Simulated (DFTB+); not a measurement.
DFTB+ input (SCC-DFTB): The folder sk holds the Slater-Koster set scc that CP2K ships.

```
Geometry = xyzFormat {
12

C     -0.90460423    -0.84732698     0.11065920
C     -1.06018108     0.61470875    -0.21602431
C      0.15747036     0.12761119     0.49611742
N      1.44757121     0.09578820    -0.26068901
H     -0.71084687    -1.52651156    -0.71038905
H     -1.48809910    -1.27667292     0.91219987
H     -1.75324154     1.21500696     0.35544829
H     -0.96997087     0.90861000    -1.25450300
H      0.33551045     0.37797384     1.53179942
H      1.91776843     1.00575094    -0.23487798
H      2.08906113    -0.60397470     0.12480599
H      1.29070966    -0.14065778    -1.24417437
}
Driver = GeometryOptimization {
  Optimizer = Rational {}
  MaxSteps = 500
  OutputPrefix = "geo_end"
  Convergence { GradElem = 1e-5 }
}
Hamiltonian = DFTB {
  SCC = Yes
  SCCTolerance = 1e-8
  MaxSCCIterations = 300
  Charge = 1
  SlaterKosterFiles = Type2FileNames {
    Prefix = "sk/"
    Separator = ""
    Suffix = ".spl"
    LowerCaseTypeName = Yes
  }
  MaxAngularMomentum {
    C = "p"
    H = "s"
    N = "p"
  }
  Filling = Fermi { Temperature [K] = 0 }
}
ParserOptions { ParserVersion = 14 }
```

Output:

```
|===============================================================================
|
|
|  Copyright (C) 2006 - 2025  DFTB+ developers group
|
|===============================================================================
|
|  When publishing results obtained with DFTB+, please cite the following
|  reference:
|
|    Recent Developments in DFTB+, a Software Package for Efficient Atomistic
|    Quantum Mechanical Simulations, J. Phys. Chem. A 129, 5373−5390 (2025).
|    [https://doi.org/10.1021/acs.jpca.5c01146]
|
|  You should also cite additional publications crediting the parametrization
|  data you use. Please consult the documentation of the SK-files for the
|  references.
|
|===============================================================================

Reading input file 'dftb_in.hsd'
Parser version: 14

--------------------------------------------------------------------------------
Reading SK-files:
./sk/cc.spl
./sk/cn.spl
./sk/ch.spl
./sk/nn.spl
./sk/nh.spl
./sk/hh.spl
Done.

Processed input in HSD format written to 'dftb_pin.hsd'

Starting initialization...
--------------------------------------------------------------------------------
WARNING!
-> Dipole printed for a charged system : origin dependent quantity
Mode:                        Geometry optimisation relaxation
Self consistent charges:     Yes
SCC-tolerance:                 0.100000E-07
Max. scc iterations:                    300
Shell resolved Hubbard:      No
Spin polarisation:           No
Nr. of up electrons:            12.000000
Nr. of down electrons:          12.000000
Periodic boundaries:         No
Electronic solver:           Relatively robust
Mixer:                       Broyden mixer
Mixing parameter:                  0.200000
Nr. of chrg. vec. in memory:            300
Max. SCC-cycles:                        300
Max. nr. of geometry steps:             500
Electronic temperature:              0.100000E-07 H      0.272114E-06 eV
Initial charges:             Set automatically (system chrg:   0.100E+01)
Included shells:             C:  s, p
                             N:  s, p
                             H:  s
Extra options:
[...]
    3      -0.04556550
    4       0.00789379
    5       0.09520171
    6       0.12821304
    7       0.12821307
    8       0.09520128
    9       0.12468986
   10       0.24069207
   11       0.24069198
   12       0.24223197

Nr. of electrons (up):     24.00000000
Atom populations (up)
 Atom       Population
    1       4.12873161
    2       4.12873167
    3       4.04556550
    4       4.99210621
    5       0.90479829
    6       0.87178696
    7       0.87178693
    8       0.90479872
    9       0.87531014
   10       0.75930793
   11       0.75930802
   12       0.75776803

l-shell populations (up)
 Atom Sh.   l       Population
    1   1   0       1.22879111
    1   2   1       2.89994050
    2   1   0       1.22879123
    2   2   1       2.89994044
    3   1   0       1.17931718
    3   2   1       2.86624831
    4   1   0       1.41540341
    4   2   1       3.57670280
    5   1   0       0.90479829
    6   1   0       0.87178696
    7   1   0       0.87178693
    8   1   0       0.90479872
    9   1   0       0.87531014
   10   1   0       0.75930793
   11   1   0       0.75930802
   12   1   0       0.75776803

Orbital populations (up)
 Atom Sh.   l   m       Population  Label
    1   1   0   0       1.22879111  s
    1   2   1  -1       0.87310425  p_y
    1   2   1   0       1.00892985  p_z
    1   2   1   1       1.01790640  p_x
    2   1   0   0       1.22879123  s
    2   2   1  -1       0.96834502  p_y
    2   2   1   0       0.95669841  p_z
    2   2   1   1       0.97489701  p_x
    3   1   0   0       1.17931718  s
    3   2   1  -1       1.20132089  p_y
    3   2   1   0       0.92606282  p_z
    3   2   1   1       0.73886460  p_x
    4   1   0   0       1.41540341  s
    4   2   1  -1       1.17958006  p_y
    4   2   1   0       1.18838604  p_z
    4   2   1   1       1.20873670  p_x
    5   1   0   0       0.90479829  s
    6   1   0   0       0.87178696  s
    7   1   0   0       0.87178693  s
    8   1   0   0       0.90479872  s
    9   1   0   0       0.87531014  s
   10   1   0   0       0.75930793  s
   11   1   0   0       0.75930802  s
   12   1   0   0       0.75776803  s

Fermi level:                        -0.2831399632 H           -7.7046 eV
Band energy:                       -16.1455449846 H         -439.3426 eV
TS:                                  0.0000000000 H            0.0000 eV
Band free energy (E-TS):           -16.1455449846 H         -439.3426 eV
Extrapolated E(0K):                -16.1455449846 H         -439.3426 eV
Input / Output electrons (q):     24.0000000000     24.0000000000

Energy H0:                         -10.6758137578 H         -290.5037 eV
Energy SCC:                          0.1310432752 H            3.5659 eV
Total Electronic energy:           -10.5447704826 H         -286.9378 eV
Repulsive energy:                    0.3369016009 H            9.1676 eV
Total energy:                      -10.2078688817 H         -277.7702 eV
Extrapolated to 0:                 -10.2078688817 H         -277.7702 eV
Total Mermin free energy:          -10.2078688817 H         -277.7702 eV
Force related energy:              -10.2078688817 H         -277.7702 eV

Non-constrained calculation

SCC converged

Full geometry written in geo_end.{xyz|gen}

Warning: dipole moment is not defined absolutely!
Dipole moment:    1.86510443    0.12522534   -0.32775655 au
Dipole moment:    4.74062298    0.31829110   -0.83307413 Debye

Geometry converged
```

The dipole moment of an ion depends on the origin.

The geometry given is a B3LYP-D3(BJ)/def2-TZVP minimum.
